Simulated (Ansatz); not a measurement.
H4Al2O5, singlet, at a GFN2-xTB geometry (such geometries of metal compounds can be far from the true shape), atoms displaced at random by about 0.03 Å a coordinate; Ansatz (a quantum-chemistry and plane-wave program) with HF/STO-3G, gradient.

Input for Ansatz:
Ansatz 0.2 input:
```yaml
crystal:
  periodic: [false, false, false]
  atoms:
    - {symbol: Al, position_ang: [-1.41609172, -0.71300235, -0.21210624]}
    - {symbol: O, position_ang: [-2.85107070, 0.07067018, -0.48538789]}
    - {symbol: O, position_ang: [-1.61386668, -2.38383192, 0.02445085]}
    - {symbol: O, position_ang: [-0.01467151, 0.00163067, 0.04608213]}
    - {symbol: Al, position_ang: [1.48257408, 0.76947364, 0.19878996]}
    - {symbol: O, position_ang: [2.89576574, -0.02757245, -0.03647200]}
    - {symbol: O, position_ang: [1.53411126, 2.42924736, 0.53848349]}
    - {symbol: H, position_ang: [-3.26253716, 0.88769836, -0.59391020]}
    - {symbol: H, position_ang: [-1.14539612, -3.21362956, 0.10707099]}
    - {symbol: H, position_ang: [3.26795175, -0.88892101, -0.20205142]}
    - {symbol: H, position_ang: [1.06883911, 3.18350830, 0.65994905]}
basis:
  gaussian:
    orbitals: STO-3G
hamiltonian:
  xc: hf
output: {forces: true}
```

### Question
What does Ansatz print? Leave out banner, timings and long lists.

### Answer

```
Functional definition: HF
608 factors; integrals over basis functions are off by at most 9.1e-5 eV
mean field evaluation 1: about -23115.8147 eV, gradient 4.4e1 eV
mean field evaluation 2: about -23115.8955 eV, gradient 4.4e1 eV
mean field evaluation 4: about -23121.9933 eV, gradient 1.3e0 eV
mean field evaluation 8: about -23121.9983 eV, gradient 3.9e-4 eV
mean field -23121.99830102 eV, -849.7177649091 hartree, gradient 7.1e-6 eV, S^2 0.000000; 0 other end points of the search recorded, 0 dependent functions left out
the calculation of the forces begins
reference -23121.99830102 eV, -849.7177649091 hartree; 35, 35 occupied and 12, 12 virtual orbitals, 608 factors
Total energy: -23121.99830102 eV, -849.7177649091 hartree
Atom 0 at    -1.416092    -0.713002    -0.212106 Å, force    -1.400795    -1.839633     0.459579 eV/Å
Atom 1 at    -2.851071     0.070670    -0.485388 Å, force     2.169729    -5.120279     0.530003 eV/Å
Atom 2 at    -1.613867    -2.383832     0.024451 Å, force    -1.963991     3.275020    -0.469578 eV/Å
Atom 3 at    -0.014672     0.001631     0.046082 Å, force     2.908372     1.508273     0.182667 eV/Å
Atom 4 at     1.482574     0.769474     0.198790 Å, force    -2.691747     0.911466     0.025357 eV/Å
Atom 5 at     2.895766    -0.027572    -0.036472 Å, force    -0.186351     2.624351     0.475352 eV/Å
Atom 6 at     1.534111     2.429247     0.538483 Å, force     4.971688    -8.014416    -1.312745 eV/Å
Atom 7 at    -3.262537     0.887698    -0.593910 Å, force    -0.555448     3.522410    -0.306684 eV/Å
Atom 8 at    -1.145396    -3.213630     0.107071 Å, force     1.509437    -0.054582    -0.095383 eV/Å
Atom 9 at     3.267952    -0.888921    -0.202051 Å, force    -0.628863    -1.190518    -0.127080 eV/Å
Atom 10 at     1.068839     3.183508     0.659949 Å, force    -4.132032     4.377908     0.638512 eV/Å
Dipole moment:     0.171584     0.070076    -0.100890 e Å
```
